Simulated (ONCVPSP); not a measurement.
**Which change was made? (Au, ONCV)**

ONCVPSP 4.0.1 input, shortened (lines: element, Z, core and valence counts, functional; n l f; lmax; l rc ep ncon nbas qcut; lloc lpopt rc5 dvloc0; l nproj debl; icmod fcfact rcfact), LDA (Perdew-Zunger), scalar-relativistic:

```
  Au 79.00   10    3        3      upf
    1    0    2.00
    2    0    2.00
    2    1    6.00
    3    0    2.00
    3    1    6.00
    3    2   10.00
    4    0    2.00
    4    1    6.00
    4    2   10.00
    4    3   14.00
    5    0    2.00
    5    1    6.00
    5    2    9.00
    2
    0    1.50    0.00    4    9    6.10
    1    1.25    0.00    5   10    6.70
    2    2.30    0.00    4    9    7.00
    4    5    0.90    4.00
    0    3    3.80
    1    1    1.30
    2    2    0.40
    0    0.00    0.00
```

In the s channel the program set the typed energies aside and used -4.794, 0.050, 3.850 Ha. In the d channel the program set the typed energies aside and used -1.015, 0.250 Ha.

Cutoffs, loose and tight: the cutoffs (Ha) at which the residual kinetic energy of the hardest occupied pseudo-wave falls to 1 and 0.1 mHa per electron. They do not see the model core or the augmentation charge, which bear on the density cutoff. Test errors are all-electron minus pseudo excitation energies from the reference, over the configurations 5s2 5p6 5d10 6s1; 5s2 5p6 5d10; 5s2 5p6 5d8; 5s2 5p6 5d7; variants that change the core or the reference have their own tests.

The base gives: outcome: generated, projector energies reset by the program; cutoff, loose: 179 Ha; cutoff, tight: 216 Ha; bound ghosts: none; GHOST(+) flags above zero: s; largest test error (meV): +63.

Question: After one change the result is: outcome: generated, projector energies reset by the program; cutoff, loose: 183 Ha; cutoff, tight: 316 Ha; bound ghosts: p; GHOST(+) flags above zero: s; largest test error (meV): -26. Which change was it?
A. all radii scaled by about 0.78 (s 1.18, p 0.98, d 1.80 bohr); local potential polynomial inside 0.70 bohr (lpopt 5, dvloc0 4 Ha)
B. core [Kr] 4d10, valence charge 33; reference 4f14 5s2 5p6 5d10 6s0.75; waves now 5s+6s: rc 1.65 bohr, ncon 3, nbas 7, qcut 8.7 1/bohr, 3 projectors, debl 1.9 Ha; 5p: rc 1.45 bohr, ncon 5, nbas 10, qcut 9.1 1/bohr, 2 projectors, debl 2 Ha; 5d: rc 1.95 bohr, ncon 5, nbas 10, qcut 7.9 1/bohr, 2 projectors, debl 2.6 Ha; 4f: rc 0.90 bohr, ncon 3, nbas 8, qcut 18 1/bohr, 2 projectors, debl 3.8 Ha; local potential polynomial inside 0.90 bohr (lpopt 3, dvloc0 3 Ha)
C. reference 5s2 5p6 5d10 6s0.5; wave 5s: rc 1.50 bohr, ncon 4, nbas 9, qcut 6.1 1/bohr, 3 projectors, debl 3.8 Ha becomes 5s+6s: rc 1.50 bohr, ncon 4, nbas 9, qcut 6.1 1/bohr, 3 projectors, debl 3.8 Ha

Answer: A. The others give: reference 5s2 5p6 5d10 6s0.5; wave 5s: rc 1.50 bohr, ncon 4, nbas 9, qcut 6.1 1/bohr, 3 projectors, debl 3.8 Ha becomes 5s+6s: rc 1.50 bohr, ncon 4, nbas 9, qcut 6.1 1/bohr, 3 projectors, debl 3.8 Ha → outcome: generated, projector energies reset by the program; cutoff, loose: 179 Ha; cutoff, tight: 216 Ha; bound ghosts: none; GHOST(+) flags above zero: s; largest test error (meV): +13 | core [Kr] 4d10, valence charge 33; reference 4f14 5s2 5p6 5d10 6s0.75; waves now 5s+6s: rc 1.65 bohr, ncon 3, nbas 7, qcut 8.7 1/bohr, 3 projectors, debl 1.9 Ha; 5p: rc 1.45 bohr, ncon 5, nbas 10, qcut 9.1 1/bohr, 2 projectors, debl 2 Ha; 5d: rc 1.95 bohr, ncon 5, nbas 10, qcut 7.9 1/bohr, 2 projectors, debl 2.6 Ha; 4f: rc 0.90 bohr, ncon 3, nbas 8, qcut 18 1/bohr, 2 projectors, debl 3.8 Ha; local potential polynomial inside 0.90 bohr (lpopt 3, dvloc0 3 Ha) → outcome: generated, projector energies reset by the program; cutoff, loose: 147 Ha; cutoff, tight: 161 Ha; bound ghosts: none; GHOST(+) flags above zero: s; largest test error (meV): -6.6.
